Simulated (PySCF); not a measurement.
## Distorted geometries of WOF3

WOF3 (doublet). PySCF 2.14.0, UKS BP86, W def2-SVP with ECP60, O def2-SVP, F def2-SVP; non-relativistic Hamiltonian with scalar-relativistic core potentials where named; density fitting; no spin-orbit coupling. Relaxed geometry:

```xyz
5

W    -0.0482    0.0903   -0.0442
O     0.6897    1.1731    1.0593
F    -0.7940   -1.1761    1.1027
F     0.6943   -1.1615   -1.2570
F    -0.6843    1.2580   -1.3514
```

Problem. Order these distorted geometries by energy above the relaxed one, lowest first.
A.
```xyz
5

W    -0.0713    0.1862    0.0323
O     0.4548    1.0668    1.0137
F    -0.6456   -1.1315    1.1787
F     0.7742   -1.1418   -1.3343
F    -0.6546    1.2042   -1.3811
```
B.
```xyz
5

W    -0.1921    0.2003   -0.0578
O     0.7847    1.1344    1.1564
F    -0.8753   -1.0359    0.9764
F     0.7967   -1.3196   -1.1174
F    -0.6565    1.2047   -1.4484
```
C.
```xyz
5

W    -0.0255    0.0997    0.0031
O     0.6371    1.1266    1.0468
F    -0.7887   -1.1475    1.0539
F     0.7306   -1.0993   -1.2894
F    -0.6960    1.2045   -1.3051
```

Solution. C (0.48 eV), B (1.24 eV), A (4.37 eV).

Problem. Which forces (eV/Å) act in the one that lies 1.24 eV up?

Solution. 
```
W    7.86  0.67  1.18
O   -2.79 -1.77 -2.97
F   -2.12 -3.29  2.67
F   -1.92  2.31  1.56
F   -1.05  2.08 -2.44
```
Forces carry noise of the integration grid, about 0.01 to 0.03 eV/Å.

Open shells may have lower solutions than the one found.
